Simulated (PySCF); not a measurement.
Start geometry of `C=CCBr` (allyl bromide) from GFN2-xTB (Å):
```
atom  x, y, z in Å
C1    -1.3384   -0.2318    0.4342
C2    -0.2428    0.4702    0.2089
C3     0.9095   -0.0379   -0.5759
Br4    2.4960   -0.2273    0.5845
H5    -2.1558    0.1654    1.0101
H6    -1.4650   -1.2297    0.0467
H7    -0.1263    1.4646    0.6186
H8     1.2147    0.6577   -1.3573
H9     0.7217   -1.0252   -0.9948
```

Question: What comes out of this run: PBE0-D3(BJ)/def2-TZVP geometry optimisation, gas phase in PySCF 2.14.0?

Answer: 
```
atom  x, y, z in Å
C1    -1.251   -0.325    0.608
C2    -0.257    0.460    0.216
C3     0.839    0.007   -0.668
Br4    2.565    0.096    0.260
H5    -2.046    0.048    1.242
H6    -1.303   -1.366    0.307
H7    -0.216    1.496    0.540
H8     0.966    0.648   -1.539
H9     0.718   -1.027   -0.981
```

The energy falls by 0.72 kJ/mol over 7 energy and gradient evaluations, the largest force component goes from 0.0087 to 2.4e-04 Eh/bohr, and the atoms move by 0.018 Å rms after alignment. The bond that changes most is C3–Br4 (sp3 C–Br carbon to alkyl bromine), which shortens by 0.013 Å. Bonds longer at the end by more than 0.005 Å: 3 of 8; shorter: 2. Rotational constants go from 18872, 1990, 1925 to 19470, 1980, 1921 MHz. The orientation of the end geometry is arbitrary; only internal coordinates are fixed.

The run used 171 basis functions and 50 SCF cycles in all. On an Intel Xeon 6975P-C with one thread (shared host), this took 49 s wall and 0.71 GiB of memory at its peak.

No PBE0-D3(BJ)/def2-TZVP frequencies stand behind this structure, so it isn't proved a minimum. The numbers are those of one conformer.
